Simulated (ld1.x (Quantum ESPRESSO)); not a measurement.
# Debugging a pseudopotential input (chlorine (Cl), ld1.x (Quantum ESPRESSO) 7.5)

Command:

```bash
ld1.x < Cl.in > Cl.out
```

Input:

```
&input
   title='Cl', zed=17., rel=2, dft='REVPBE', iswitch=3,
   config='[Ne] 3s1.75 3p5.25 3d-2',
   nld=3, rlderiv=1.20, eminld=-4.0, emaxld=5.0, deld=0.02
 /
 &inputp
   pseudotype=2, tm=.true., lloc=0,
   nlcc=.true., rcore=0.80,
   file_pseudopw='Cl.UPF', file_wfcaegen='ae.wfc', file_wfcncgen='nc.wfc', file_beta='beta', file_chi='chi'
 /
3
3P  2  1   5.25   0.00  0.95  0.95  0.0
3D  3  2  -2.00   0.05  0.95  0.95  0.0
3S  1  0   1.75   0.00  1.10  1.10  0.0
 &test
   configts(1)='3s1.75 3p5.25'
 /
```

This is an input that runs to its end, with one change: rel changed from 1 to 2.

Q: How does the run end?

A: The program runs through. The occupied levels of the test differ from the all-electron ones by at most 0.00011 Ry (unchanged input: 0.00005 Ry).

```

     Etot =    -922.865496 Ry,    -461.432748 Ha,  -12556.224726 eV
     Etotps =   -33.132779 Ry,     -16.566390 Ha,    -450.794429 eV

     Ekin =      12.461236 Ry,       6.230618 Ha,     169.543751 eV
     Encl =     -58.280013 Ry,     -29.140006 Ha,    -792.939968 eV
     Ehrt =      25.241833 Ry,      12.620916 Ha,     343.432628 eV
     Ecxc =      -9.473173 Ry,      -4.736587 Ha,    -128.889088 eV
     (Ecc =      -3.384480 Ry,      -1.692240 Ha,     -46.048195 eV)
     Epseu=      -3.082662 Ry,      -1.541331 Ha,     -41.941752 eV

     ---------------------- End of pseudopotential test ----------------------
```
